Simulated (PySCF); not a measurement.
PySCF input for HO₂, SMILES O[O], multiplicity 2, TDA-LC-ωPBE/def2-TZVPD. Geometry optimised at PBE0-D3(BJ)/def2-TZVPD. The isomer is the one that the SMILES or the coordinates give; other isomers of the formula were not compared.

```python
import numpy as np
from pyscf import gto, scf, dft, tdscf

mol = gto.M(
    atom='''
    O    -0.12485475   -0.58954496    0.00000000
    O     0.02786061    0.70989448    0.00000000
    H     0.77595310   -0.96279618    0.00000000
    ''',
    basis='def2-TZVPD',
    charge=0,
    spin=1,
    max_memory=1600,
    verbose=4,
)
mf = dft.UKS(mol, xc='lc_wpbe').density_fit(auxbasis='def2-universal-jkfit')
mf.grids.level = 3
mf.conv_tol = 1e-9
mf.max_cycle = 100
mf.kernel()
fine, coarse = mf.grids, dft.Grids(mol).set(level=1).build(with_non0tab=True)
for _ in range(3):  # follow internal instabilities
    mf.grids = coarse
    mo, _, stable, _ = mf.stability(return_status=True, nroots=4)
    mf.grids = fine
    if stable:
        break
    mf.kernel(mf.make_rdm1(mo, mf.mo_occ))
mf.grids = dft.Grids(mol).set(level=1).build(with_non0tab=True)  # coarser grid for the response kernel
td = tdscf.TDA(mf)
td.nstates = 10
td.conv_tol = 1e-4
td.kernel(x0=td.get_init_guess(mf, 15))
td.analyze()
```

It prints:

```
PySCF version 2.14.0

[INPUT] verbose = 4
[INPUT] num. atoms = 3
[INPUT] num. electrons = 17
[INPUT] charge = 0
[INPUT] spin (= nelec alpha-beta = 2S) = 1
[INPUT] symmetry False subgroup None
[INPUT] Mole.unit = angstrom
[INPUT] Symbol           X                Y                Z      unit          X                Y                Z       unit  Magmom
[INPUT]  1 O     -0.124854750000  -0.589544960000   0.000000000000 AA   -0.235941282851  -1.114078512518   0.000000000000 Bohr   0.0
[INPUT]  2 O      0.027860610000   0.709894480000   0.000000000000 AA    0.052648922563   1.341506144541   0.000000000000 Bohr   0.0
[INPUT]  3 H      0.775953100000  -0.962796180000   0.000000000000 AA    1.466338844507  -1.819421093977   0.000000000000 Bohr   0.0

nuclear repulsion = 32.5368915396879
number of shells = 33
number of NR pGTOs = 121
number of NR cGTOs = 89
basis = def2-TZVPD
ecp = {}


[settings echo left out]
init E= -150.900933471774
  alpha nocc = 9  HOMO = -0.297485993891797  LUMO = 0.0354934830682326
  beta  nocc = 8  HOMO = -0.348353054851835  LUMO = -0.297485993891812

WARN: HOMO -0.297485993891797 >= LUMO -0.297485993891812

cycle= 1 E= -150.839678691443  delta_E= 0.0613  |g|= 0.334  |ddm|= 0.951
  alpha nocc = 9  HOMO = -0.351595726424765  LUMO = 0.0365278526591594
  beta  nocc = 8  HOMO = -0.338186846361495  LUMO = 0.00635099042218365
  HOMO = -0.338186846361  LUMO = 0.00635099042218  gap/eV = 9.37535
cycle= 2 E= -150.85278198881  delta_E= -0.0131  |g|= 0.339  |ddm|= 0.326
  alpha nocc = 9  HOMO = -0.422481717808711  LUMO = 0.0531159338561293
  beta  nocc = 8  HOMO = -0.407560423993971  LUMO = -0.0250677666433887
  HOMO = -0.407560423994  LUMO = -0.0250677666434  gap/eV = 10.40816
cycle= 3 E= -150.886243136645  delta_E= -0.0335  |g|= 0.0809  |ddm|= 0.149
  alpha nocc = 9  HOMO = -0.422372515339282  LUMO = 0.0558791481325637
  beta  nocc = 8  HOMO = -0.407011590808665  LUMO = -0.0236692707876927
  HOMO = -0.407011590809  LUMO = -0.0236692707877  gap/eV = 10.43128
cycle= 4 E= -150.888606042797  delta_E= -0.00236  |g|= 0.0243  |ddm|= 0.0375
  alpha nocc = 9  HOMO = -0.420481090459287  LUMO = 0.0576405877880603
  beta  nocc = 8  HOMO = -0.404415733066749  LUMO = -0.0164136178496648
  HOMO = -0.404415733067  LUMO = -0.0164136178497  gap/eV = 10.55808
cycle= 5 E= -150.889072889018  delta_E= -0.000467  |g|= 0.0106  |ddm|= 0.0205
  alpha nocc = 9  HOMO = -0.424242604253107  LUMO = 0.0578982995421406
  beta  nocc = 8  HOMO = -0.407612834991092  LUMO = -0.017824925824506
  HOMO = -0.407612834991  LUMO = -0.0178249258245  gap/eV = 10.60667
cycle= 6 E= -150.889235455133  delta_E= -0.000163  |g|= 0.00543  |ddm|= 0.0125
  alpha nocc = 9  HOMO = -0.424750290204124  LUMO = 0.0582068846950189
  beta  nocc = 8  HOMO = -0.407551990405274  LUMO = -0.0165554940812527
  HOMO = -0.407551990405  LUMO = -0.0165554940813  gap/eV = 10.63956
cycle= 7 E= -150.889311772165  delta_E= -7.63e-05  |g|= 0.00151  |ddm|= 0.0131
  alpha nocc = 9  HOMO = -0.425185065710602  LUMO = 0.0583619067920474
  beta  nocc = 8  HOMO = -0.407887179312574  LUMO = -0.0166098210893963
  HOMO = -0.407887179313  LUMO = -0.0166098210894  gap/eV = 10.64720
cycle= 8 E= -150.889316584672  delta_E= -4.81e-06  |g|= 0.000257  |ddm|= 0.0035
  alpha nocc = 9  HOMO = -0.425177889949215  LUMO = 0.0583685895147136
  beta  nocc = 8  HOMO = -0.407901400755883  LUMO = -0.016598007506289
  HOMO = -0.407901400756  LUMO = -0.0165980075063  gap/eV = 10.64791
cycle= 9 E= -150.889316724511  delta_E= -1.4e-07  |g|= 8.91e-05  |ddm|= 0.00048
  alpha nocc = 9  HOMO = -0.425174232049022  LUMO = 0.0583743581076838
  beta  nocc = 8  HOMO = -0.40791000318233  LUMO = -0.016594964532878
  HOMO = -0.407910003182  LUMO = -0.0165949645329  gap/eV = 10.64822
cycle= 10 E= -150.889316738072  delta_E= -1.36e-08  |g|= 2.95e-05  |ddm|= 0.000187
  alpha nocc = 9  HOMO = -0.425173767327846  LUMO = 0.0583736845278367
  beta  nocc = 8  HOMO = -0.407912407402272  LUMO = -0.0165982088833658
  HOMO = -0.407912407402  LUMO = -0.0165982088834  gap/eV = 10.64820
cycle= 11 E= -150.889316739789  delta_E= -1.72e-09  |g|= 9.38e-06  |ddm|= 6.74e-05
  alpha nocc = 9  HOMO = -0.425173893870998  LUMO = 0.0583741382183844
  beta  nocc = 8  HOMO = -0.407912238937229  LUMO = -0.0165977070661469
  HOMO = -0.407912238937  LUMO = -0.0165977070661  gap/eV = 10.64821
cycle= 12 E= -150.889316736249  delta_E= 3.54e-09  |g|= 3.04e-06  |ddm|= 2.43e-05
  alpha nocc = 9  HOMO = -0.425173591704307  LUMO = 0.0583739838390289
  beta  nocc = 8  HOMO = -0.407911608837111  LUMO = -0.0165975967301577
  HOMO = -0.407911608837  LUMO = -0.0165975967302  gap/eV = 10.64820
cycle= 13 E= -150.889316736265  delta_E= -1.64e-11  |g|= 1.57e-06  |ddm|= 7.72e-06
  alpha nocc = 9  HOMO = -0.42517396081113  LUMO = 0.0583740711421619
  beta  nocc = 8  HOMO = -0.407911849793237  LUMO = -0.0165976805716923
  HOMO = -0.407911849793  LUMO = -0.0165976805717  gap/eV = 10.64820
Extra cycle  E= -150.889316736266  delta_E= -4.26e-13  |g|= 1.82e-06  |ddm|= 1.9e-06
converged SCF energy = -150.889316736266  <S^2> = 0.75325265  2S+1 = 2.00325
tot grids = 12832
uhf_internal: lowest eigs of H = [0.07199363 0.42802818 0.4614124  0.47909775]
<class 'pyscf.df.df_jk.DFUKS'> wavefunction is stable in the internal stability analysis
tot grids = 12832


******** <class 'pyscf.tdscf.uks.TDA'> for <class 'pyscf.df.df_jk.DFUKS'> ********
nstates = 10
deg_eia_thresh = 1.000e-03
wfnsym = None
conv_tol = 0.0001
eigh lindep = 1e-12
eigh level_shift = 0
eigh max_cycle = 100


Excitation energies (eV)
[1.23866221 6.72686897 6.85355388 6.98089729 7.34917884 7.36900775
 7.61511136 8.20040222 8.33877286 9.26616018]

** Excitation energies and oscillator strengths **
Excited State   1:      1.23866 eV   1000.95 nm  f=0.0000
       8b ->    9b      0.99018
       8b ->   16b     -0.10013
Excited State   2:      6.72687 eV    184.31 nm  f=0.0791
       7a ->   17a     -0.11289
       8a ->   13a      0.12994
       7b ->    9b      0.93865
Excited State   3:      6.85355 eV    180.90 nm  f=0.0005
       9a ->   10a     -0.39980
       9a ->   17a     -0.30289
       8b ->   10b      0.72685
       8b ->   14b      0.16406
       8b ->   17b      0.32943
       8b ->   18b     -0.12617
       8b ->   21b     -0.10771
       8b ->   22b      0.10791
Excited State   4:      6.98090 eV    177.60 nm  f=0.0007
       8a ->   10a      0.18598
       6b ->    9b     -0.96359
Excited State   5:      7.34918 eV    168.70 nm  f=0.0023
       8a ->   10a     -0.87842
       8a ->   14a     -0.17175
       8a ->   17a     -0.32683
       8a ->   21a      0.11623
       6b ->    9b     -0.20244
Excited State   6:      7.36901 eV    168.25 nm  f=0.0023
       9a ->   10a     -0.40281
       9a ->   11a     -0.18960
       9a ->   17a     -0.38812
       9a ->   18a      0.12574
       8b ->   10b     -0.48804
       8b ->   11b      0.46803
       8b ->   12b      0.12656
       8b ->   14b     -0.16891
       8b ->   17b      0.20113
       8b ->   18b     -0.16645
       8b ->   20b     -0.13708
Excited State   7:      7.61511 eV    162.81 nm  f=0.0040
       9a ->   10a     -0.68696
       9a ->   11a      0.40244
       9a ->   14a     -0.20275
       9a ->   20a     -0.12575
       9a ->   21a      0.10244
       8b ->   10b     -0.18257
       8b ->   11b     -0.30928
       8b ->   17b     -0.27134
       8b ->   18b      0.18221
Excited State   8:      8.20040 eV    151.19 nm  f=0.0014
       8a ->   10a      0.11950
       8a ->   11a     -0.69283
       8a ->   12a     -0.13533
       8a ->   14a      0.13766
       8a ->   17a     -0.57417
       8a ->   18a      0.24322
       8a ->   20a      0.17622
       8a ->   22a     -0.12071
       5b ->    9b     -0.13451
Excited State   9:      8.33877 eV    148.68 nm  f=0.0191
       9a ->   11a     -0.57724
       9a ->   12a     -0.14319
       9a ->   17a     -0.40012
       9a ->   18a      0.14150
       8b ->   10b     -0.12633
       8b ->   11b     -0.55814
       8b ->   12b     -0.16710
       8b ->   17b     -0.25280
       8b ->   18b      0.11642
Excited State  10:      9.26616 eV    133.80 nm  f=0.0048
       8a ->   13a     -0.11805
       9a ->   12a      0.24868
       8b ->   11b      0.10794
       8b ->   12b     -0.83621
       8b ->   14b      0.14226
       8b ->   15b      0.24871
       8b ->   18b     -0.26463

** Transition electric dipole moments (AU) **
state          X           Y           Z        Dip. S.      Osc.
  1        -0.0000     -0.0000     -0.0230      0.0005      0.0000
  2         0.0174      0.6926      0.0000      0.4800      0.0791
  3         0.0330     -0.0461      0.0000      0.0032      0.0005
  4        -0.0000     -0.0000     -0.0626      0.0039      0.0007
  5         0.0000     -0.0000     -0.1137      0.0129      0.0023
  6        -0.0709      0.0891     -0.0000      0.0130      0.0023
  7        -0.1238      0.0766     -0.0000      0.0212      0.0040
  8         0.0000      0.0000     -0.0846      0.0072      0.0014
  9        -0.2732     -0.1371      0.0000      0.0935      0.0191
 10        -0.0499      0.1369      0.0000      0.0212      0.0048

** Transition velocity dipole moments (imaginary part, AU) **
state          X           Y           Z        Dip. S.      Osc.
  1        -0.0000     -0.0000      0.0106      0.0001      0.0016
  2        -0.0231      0.0179      0.0000      0.0009      0.0023
  3         0.0097     -0.0110      0.0000      0.0002      0.0006
  4         0.0000      0.0000      0.0141      0.0002      0.0005
  5         0.0000     -0.0000     -0.0680      0.0046      0.0114
  6        -0.0117      0.0305     -0.0000      0.0011      0.0026
  7        -0.0399      0.0282     -0.0000      0.0024      0.0057
  8         0.0000     -0.0000     -0.0749      0.0056      0.0124
  9        -0.1419     -0.0173     -0.0000      0.0204      0.0444
 10        -0.0022      0.0494     -0.0000      0.0024      0.0048

** Transition magnetic dipole moments (imaginary part, AU) **
state          X           Y           Z
  1         0.0471      0.9693     -0.0000
  2         0.0000      0.0000      0.0840
  3         0.0000      0.0000     -0.1841
  4         0.9377     -0.0903      0.0000
  5        -0.0945     -0.0757     -0.0000
  6        -0.0000     -0.0000      0.5178
  7        -0.0000     -0.0000      0.4517
  8         0.2228      0.0399     -0.0000
  9         0.0000      0.0000     -0.2295
 10        -0.0000     -0.0000     -0.1074
```

Self-consistency was reached.
